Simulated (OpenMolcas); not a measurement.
An atom or ion with 44 electrons was computed by SS-CASPT2, IPEA 0.25 Eh, imaginary shift 0.1 Eh with spin-orbit coupling (OpenMolcas, ANO-RCC-VQZP, DKH2). The lowest levels that the run gave, each within 12 % of the measured value where one is at hand:

| J | Parity | E (cm-1) | g |
| --- | --- | --- | --- |
| 4 | even | 0.0 | 1.248 |
| 3 | even | 4070 | 1.084 |
| 2 | even | 5690 | 0.729 |
| 2 | even | 12110 | 1.222 |
| 1 | even | 16430 | 1.501 |
| 0 | even | 16620 |  |
| 2 | even | 17440 | 1.216 |
| 4 | even | 21130 | 1.002 |
| 0 | even | 48210 |  |

Question: Which ion is it, and what are the configurations and terms?

Answer: Ag3+ (Z = 47, charge +3; active space 8 electrons in 10 orbitals (4d 5d)). J, parity and g give the terms where levels are pure, and mixed ones are named by the computed weights; the size of the splittings, set against known spectra of the 44-electron sequence, gives the charge. In order, with the measured energies in cm-1 (the list in Gamrath, thesis, University of Mons (2023)): 4d8 3F4, 4d8 3F3 (4172), 4d8 3F2 (5830), 4d8 3P2 [53 %], 4d8 3P1 (15900), 4d8 3P0 (16092), 4d8 1D2 [50 %], 4d8 1G4 (20570), 4d8 1S0 (47139).

Term energies are means over components that CASPT2 splits; among the terms shown or strongly mixed into the levels shown the widest spread is 650 cm-1 (4d8 1G). Active for correlation alone: 5d; no level in the range computed is led by a configuration that fills it, so any true level of that kind is missing. Measured partners are found by configuration, term and J. A level has none where our copy of the source lacks it or the pairing is in doubt (some pairs that miss far off the trend of their configuration count as doubtful), and it then counts in no deviation. Only configurations of the active space appear.

A share in square brackets marks a mixed level and gives the weight of the term that names it.
